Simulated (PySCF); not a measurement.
Ta(NH)(NH2)3 (H₇N₄Ta), SMILES [NH]=[Ta]([NH2])([NH2])[NH2], multiplicity 1. Coordinates come from a PBE-D3(BJ)/def2-SVP optimisation. The multiplicity is an assumed one; other spin states were not compared. The def2 effective core potentials stand for the cores of Ta; spin–orbit coupling is left out. The values are those of a single conformer.

The numbers are results of PySCF 2.14.0 with PBE-D3(BJ)/def2-SVP, not measurements.

Harmonic wavenumbers (cm⁻¹): 146, 146, 169, 179, 179, 280, 280, 299, 445, 457, 457, 517, 517, 552, 552, 561, 640, 640, 642, 948, 1464, 1464, 1467, 3463, 3463, 3466, 3557, 3557, 3557, 3588. Rotational constants (GHz): 2.925, 2.925, 2.656; symmetry number 3.

Work out the zero-point energy and the ideal-gas rigid-rotor harmonic-oscillator thermochemistry at 298.15 K and 1 atm.

ZPE = ½ Σ hcν = ½ × 37653 cm⁻¹ = 225.21 kJ/mol. H − E(el) = 252.62 kJ/mol. Entropy in J/(mol K): translation 177.31, rotation 104.04, vibration 98.68, total 380.03. G − E(el) = 139.31 kJ/mol. Cp = 150.14 J/(mol K). Modes under 150 cm⁻¹ make the vibrational entropy uncertain.
